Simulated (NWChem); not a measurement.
System meant: AuNH4O; SMILES [NH3]->[Au][OH]

Here is an NWChem input.

```
start job
memory heap 200 mb stack 900 mb global 1100 mb
geometry units angstroms noautoz
  Au     0.005094     0.054563     0.000216
  O     -0.096627     1.999673     0.000478
  H      0.803186     2.346410    -0.000793
  N     -0.023460    -2.035595     0.000280
  H      0.916316    -2.423418    -0.093770
  H     -0.579238    -2.406998    -0.771945
  H     -0.417502    -2.410913     0.864525
end
basis spherical
  Au library def2-svp
  O library def2-svp
  H library def2-svp
  N library def2-svp
end
ecp
  Au library def2-ecp
end
dft
  xc b3lyp
  iterations 4
  mulliken
end
task dft energy
```

End of the output:

```
    Atom       Charge   Shell Charges
 -----------   ------   -------------------------------------------------------
    1 Au  19    19.28   0.00  0.02  1.04  0.90  0.61  0.52  4.95  1.15  0.37  7.83  1.86  0.02
    2 O    8     8.13   1.97  0.91  0.64  2.59  2.00  0.02
    3 H    1     0.94   0.57  0.18  0.19
    4 N    7     6.94   1.97  0.70  0.40  2.22  1.62  0.04
    5 H    1     0.90   0.59  0.19  0.12
    6 H    1     0.90   0.59  0.19  0.12
    7 H    1     0.90   0.59  0.19  0.12

 center of mass
 --------------
 x =  -0.00468333 y =   0.05359941 z =   0.00001610

 moments of inertia (a.u.)
 ------------------
         523.956487326442          -0.000000000000          -0.000000000000
          -0.000000000000          12.621479524700          -0.000000000000
          -0.000000000000          -0.000000000000         526.845552789889

     Multipole analysis of the density
     ---------------------------------

     L   x y z        total         alpha         beta         nuclear
     -   - - -        -----         -----         ----         -------
     0   0 0 0      0.000000    -19.000000    -19.000000     38.000000

     1   1 0 0      0.277689      0.323644      0.323644     -0.369599
     1   0 1 0     -2.041918      1.398727      1.398727     -4.839372
     1   0 0 1      0.001107      0.000829      0.000829     -0.000552

     2   2 0 0    -27.042123    -17.231222    -17.231222      7.420321
     2   1 1 0      2.759474     -0.451339     -0.451339      3.662153
     2   1 0 1     -0.007259     -0.003747     -0.003747      0.000235
     2   0 2 0    -19.391480   -159.837812   -159.837812    300.284145
     2   0 1 1     -0.002522     -0.002749     -0.002749      0.002975
     2   0 0 2    -28.939952    -16.884188    -16.884188      4.828424

 ------------------------------------------------------------------------
 dft energy failed                                                                                  0
 ------------------------------------------------------------------------
 ------------------------------------------------------------------------
  current input line :
    26: task dft energy
 ------------------------------------------------------------------------
 ------------------------------------------------------------------------
 This type of error is most commonly associated with calculations not reaching convergence criteria
 ------------------------------------------------------------------------
 For more information see the NWChem manual at https://nwchemgit.github.io

0:dft energy failed:Received an Error in Communication
```

Question: Can this run be used? If not, why, and what is the fix?

Answer: Convergence was not reached. Cause: the SCF was allowed too few iterations. This input runs:
```
start job
memory heap 200 mb stack 900 mb global 1100 mb
geometry units angstroms noautoz
  Au     0.005094     0.054563     0.000216
  O     -0.096627     1.999673     0.000478
  H      0.803186     2.346410    -0.000793
  N     -0.023460    -2.035595     0.000280
  H      0.916316    -2.423418    -0.093770
  H     -0.579238    -2.406998    -0.771945
  H     -0.417502    -2.410913     0.864525
end
basis spherical
  * library def2-svp
end
ecp
  Au library def2-ecp
end
dft
  xc b3lyp
  iterations 150
  mulliken
end
task dft energy
```
It converges to -268.08339 Ha (B3LYP/def2-SVP with def2 effective core potentials on Au).
